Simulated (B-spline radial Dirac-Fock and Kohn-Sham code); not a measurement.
ΔSCF core binding energies without Breit or QED terms, calculated with a B-spline atomic structure program.

A sound run for neutral indium, configuration [Kr] 4d10 5s2 5p1: The ground state converged in 11 iterations, with total energy -5880.43222 Ha, virial ratio 1.95161 and highest orbital energy -5.21 eV. ΔSCF binding energies: K (1s) 28037.0 eV, L3 (2p3/2) 3745.4 eV, M5 (3d5/2) 451.5 eV.

A second run, with one unsound setting: The ground state converged in 13 iterations, with total energy -7990.13731 Ha, virial ratio 1.23059 and highest orbital energy -7.24 eV. ΔSCF binding energies: K (1s) 11917.5 eV, L3 (2p3/2) 4455.2 eV, M5 (3d5/2) 286.5 eV.

```
iter   energy (Ha)        error
   1    -7728.78183636  1.74e+01
   2    -7781.74171566  5.64e+00
   3    -7984.47468526  1.53e+00
   4    -7989.30362750  6.24e-01
   5    -7989.90133637  1.51e-01
   6    -7990.09295475  4.79e-02
   7    -7990.13641728  7.19e-03
   8    -7990.13713364  1.75e-03
   9    -7990.13729866  5.13e-04
  13    -7990.13731463  1.75e-07
```

**Question.** Which fault fits the second run best?
A. too few quadrature points
B. mesh too coarse
C. overfilled shell
D. speed of light below Z

**Answer.** D. The input had c_factor = 0.1928: c_factor makes c so small that Zα exceeds 1, so any numbers that come out have no meaning.
